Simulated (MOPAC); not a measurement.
Input for MOPAC: PM7 on C3H6F2 (a complex), monomers drawn apart or pushed together.

```
PM7 1SCF PRECISE CHARGE=0 THREADS=1
C3H6F2

C      0.36766658 1     0.66827527 1    -0.22414263 1
F     -1.00917104 1     0.55200367 1    -0.02614237 1
H      0.58069407 1     1.67532978 1    -0.58369717 1
H      0.87130459 1     0.48736240 1     0.72435410 1
H      0.67317594 1    -0.07022206 1    -0.96585117 1
C     -1.15167336 1    -0.65465405 1     5.08010792 1
C      0.03240921 1    -0.70060165 1     5.65346996 1
F      1.17279639 1    -0.44113839 1     4.97087351 1
H     -1.27442573 1    -0.40736917 1     4.03449664 1
H     -2.02703062 1    -0.87121790 1     5.67494398 1
H      0.23882194 1    -0.93847936 1     6.68842191 1
```

It printed:

```
*******************************************************************************
 **                                                                           **
 **                              MOPAC v23.2.5                                **
 **                                                                           **
 *******************************************************************************
 ** MOPAC's Digital Object Identifier: https://doi.org/10.5281/zenodo.6511958 **
 **                                                                           **
 ** Please cite the open-source release paper for use of this MOPAC version:  **
 ** J. E. Moussa and J. J. P. Stewart (2026)                                  **
 ** MOPAC: An open-source semiempirical molecular orbital program             **
 ** J. Open Source Softw., 11(119), 8025, https://doi.org/10.21105/joss.08025 **
 *******************************************************************************

                              PM7 CALCULATION RESULTS

 *******************************************************************************
 *  PM7        - The PM7 Hamiltonian to be used
 *
 *
 *
 *                 CHARGE ON SYSTEM = 0
 *
 *
 *
 *  PRECISE    - TIGHTER CRITERIA TO BE USED
 *  1SCF       - DO 1 SCF AND THEN STOP
 *  THREADS=1  - MULTI-THREADING NOT USED
 *  T=         - A TIME OF 172800.0 SECONDS REQUESTED
 *  DUMP=N     - RESTART FILE WRITTEN EVERY 7200.0 SECONDS REQUESTED
 *******************************************************************************
PM7 1SCF PRECISE CHARGE=0 THREADS=1
 C3H6F2

   ATOM   CHEMICAL          X               Y               Z
  NUMBER   SYMBOL      (ANGSTROMS)     (ANGSTROMS)     (ANGSTROMS)

     1       C          0.36766658  *   0.66827527  *  -0.22414263  *
     2       F         -1.00917104  *   0.55200367  *  -0.02614237  *
     3       H          0.58069407  *   1.67532978  *  -0.58369717  *
     4       H          0.87130459  *   0.48736240  *   0.72435410  *
     5       H          0.67317594  *  -0.07022206  *  -0.96585117  *
     6       C         -1.15167336  *  -0.65465405  *   5.08010792  *
     7       C          0.03240921  *  -0.70060165  *   5.65346996  *
     8       F          1.17279639  *  -0.44113839  *   4.97087351  *
     9       H         -1.27442573  *  -0.40736917  *   4.03449664  *
    10       H         -2.02703062  *  -0.87121790  *   5.67494398  *
    11       H          0.23882194  *  -0.93847936  *   6.68842191  *



          CARTESIAN COORDINATES

    NO.       ATOM           X           Y           Z

     1         C          0.3677      0.6683     -0.2241
     2         F         -1.0092      0.5520     -0.0261
     3         H          0.5807      1.6753     -0.5837
     4         H          0.8713      0.4874      0.7244
     5         H          0.6732     -0.0702     -0.9659
     6         C         -1.1517     -0.6547      5.0801
     7         C          0.0324     -0.7006      5.6535
     8         F          1.1728     -0.4411      4.9709
     9         H         -1.2744     -0.4074      4.0345
    10         H         -2.0270     -0.8712      5.6749
    11         H          0.2388     -0.9385      6.6884

 General Reference for PM7:
 "Optimization of Parameters for Semiempirical Methods VI: More Modifications to the
 NDDO Approximations and Re-optimization of Parameters", J. J. P. Stewart, J. Mol. Mod., 1:32, 19 (2013)
 https://link.springer.com/article/10.1007/s00894-012-1667-x

           Empirical Formula: C3 H6 F2  =    11 atoms



      MOLECULAR POINT GROUP   :   Cs


      RHF CALCULATION, NO. OF DOUBLY OCCUPIED LEVELS = 16


 -------------------------------------------------------------------------------
 PM7 1SCF PRECISE CHARGE=0 THREADS=1
 C3H6F2



     1SCF WAS SPECIFIED, SO BFGS WAS NOT USED
     SCF FIELD WAS ACHIEVED


                              PM7 CALCULATION
                                                       MOPAC v23.2.5 Linux




          FINAL HEAT OF FORMATION =        -79.59177 KCAL/MOL =    -333.01196 KJ/MOL


          COSMO AREA              =        145.04 SQUARE ANGSTROMS
          COSMO VOLUME            =        113.40 CUBIC ANGSTROMS

          IONIZATION POTENTIAL    =         10.956878 EV
          HOMO LUMO ENERGIES (EV) =        -10.957  0.619
          NO. OF FILLED LEVELS    =         16
          MOLECULAR WEIGHT        =         80.0772         POINT GROUP:  Cs

          MOLECULAR DIMENSIONS (Angstroms)

            Atom       Atom       Distance
            H    11    H     3     7.73515
            H    10    F     8     3.16537
            H    11    H     5     1.77487


          SCF CALCULATIONS        =          1





   ATOM   CHEMICAL          X               Y               Z
  NUMBER   SYMBOL      (ANGSTROMS)     (ANGSTROMS)     (ANGSTROMS)

     1       C          0.36766658  *   0.66827527  *  -0.22414263  *
     2       F         -1.00917104  *   0.55200367  *  -0.02614237  *
     3       H          0.58069407  *   1.67532978  *  -0.58369717  *
     4       H          0.87130459  *   0.48736240  *   0.72435410  *
     5       H          0.67317594  *  -0.07022206  *  -0.96585117  *
     6       C         -1.15167336  *  -0.65465405  *   5.08010792  *
     7       C          0.03240921  *  -0.70060165  *   5.65346996  *
     8       F          1.17279639  *  -0.44113839  *   4.97087351  *
     9       H         -1.27442573  *  -0.40736917  *   4.03449664  *
    10       H         -2.02703062  *  -0.87121790  *   5.67494398  *
    11       H          0.23882194  *  -0.93847936  *   6.68842191  *

                             CARTESIAN COORDINATES

   1    C        0.367666580     0.668275270    -0.224142630
   2    F       -1.009171040     0.552003670    -0.026142370
   3    H        0.580694070     1.675329780    -0.583697170
   4    H        0.871304590     0.487362400     0.724354100
   5    H        0.673175940    -0.070222060    -0.965851170
   6    C       -1.151673360    -0.654654050     5.080107920
   7    C        0.032409210    -0.700601650     5.653469960
   8    F        1.172796390    -0.441138390     4.970873510
   9    H       -1.274425730    -0.407369170     4.034496640
  10    H       -2.027030620    -0.871217900     5.674943980
  11    H        0.238821940    -0.938479360     6.688421910


           Empirical Formula: C3 H6 F2  =    11 atoms



      MOLECULAR POINT GROUP   :   Cs


                  EIGENVALUES
 -40.73829 -40.10955 -27.30071 -24.84553 -20.66899 -17.71508 -16.66417 -16.66079
 -16.40308 -16.38498 -15.65417 -14.33781 -13.29399 -13.28793 -13.27356 -10.95688
   0.61907   2.92740   2.95764   4.93388   5.10959   5.24503   5.27043   5.85425
   5.86342   6.18996


              NET ATOMIC CHARGES AND DIPOLE CONTRIBUTIONS

  ATOM NO.   TYPE          CHARGE      No. of ELECS.   s-Pop       p-Pop
    1          C          -0.205187        4.2052     1.09868     3.10650
    2          F          -0.205795        7.2058     1.97365     5.23215
    3          H           0.136115        0.8639     0.86389
    4          H           0.138803        0.8612     0.86120
    5          H           0.136065        0.8639     0.86393
    6          C          -0.374146        4.3741     1.09585     3.27829
    7          C           0.076957        3.9230     1.12682     2.79622
    8          F          -0.195308        7.1953     1.96951     5.22579
    9          H           0.175578        0.8244     0.82442
   10          H           0.168040        0.8320     0.83196
   11          H           0.148878        0.8511     0.85112
 DIPOLE           X         Y         Z       TOTAL
 POINT-CHG.     0.477    -0.216     0.780     0.939
 HYBRID         0.097     0.050    -0.148     0.184
 SUM            0.574    -0.166     0.632     0.870


          ATOMIC ORBITAL ELECTRON POPULATIONS

     Atom    s        px        py        pz
    1  C   1.09868   0.81303   1.14844   1.14503
    2  F   1.97365   1.26356   1.98920   1.97939
    3  H   0.86389
    4  H   0.86120
    5  H   0.86393
    6  C   1.09585   1.06046   1.07450   1.14334
    7  C   1.12682   0.85303   0.95999   0.98321
    8  F   1.96951   1.46683   1.94319   1.81577
    9  H   0.82442
   10  H   0.83196
   11  H   0.85112

 **********************
 *                    *
 * JOB ENDED NORMALLY *
 *                    *
 **********************




 == MOPAC DONE ==
```

The run finished.

Cost: about 0.020 core-seconds (a rough figure).
